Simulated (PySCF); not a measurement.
## [BiBr2]+ at several levels of theory

Computed with PySCF 2.14.0 (density fitting, no spin-orbit coupling) at the geometry relaxed with PBE0:

```xyz
3
[BiBr2]+ (singlet)
Bi    0.0000    0.0000   -0.8178
Br    1.9439    0.0000    0.7887
Br   -1.9439    0.0000    0.7887
```

| level | basis | state | HOMO (eV) | gap (eV) | charge on Bi1 (e) | dipole about the centre of mass (D) | largest force component (eV/Å) |
| --- | --- | --- | --- | --- | --- | --- | --- |
| PBE0 | Bi def2-SVP with ECP60, Br def2-SVP | singlet | -13.65 | 3.75 | 1.09 | 2.94 | 0.01 |
| PBE | the same | singlet | -12.41 | 2.01 | 0.99 | 2.47 | 0.50 |
| PBE0 | Bi def2-TZVP with ECP60, Br def2-TZVP | singlet | -13.63 | 3.81 | 1.12 | 2.72 | 0.54 |

Charges are Mulliken's, which hang on the basis. The relaxation used the grid (50, 194), these runs (75, 302) or, all-electron (x2c bases, spin-free X2C Hamiltonian), (99, 590).

**Question.** What does B3LYP with Bi def2-SVP with ECP60, Br def2-SVP give here?

**Answer.** state singlet, HOMO (eV) -13.34, gap (eV) 3.31, charge on Bi1 (e) 1.05, dipole about the centre of mass (D) 2.76, largest force component (eV/Å) 0.43. Time: 3 s on 2 threads of Arm Neoverse V1, on a shared host, from an already converged density.

In the first row's basis the gap widens with exact exchange: 2.0 eV for PBE (none); 3.3 to 3.7 eV for B3LYP, PBE0 (a fixed share).
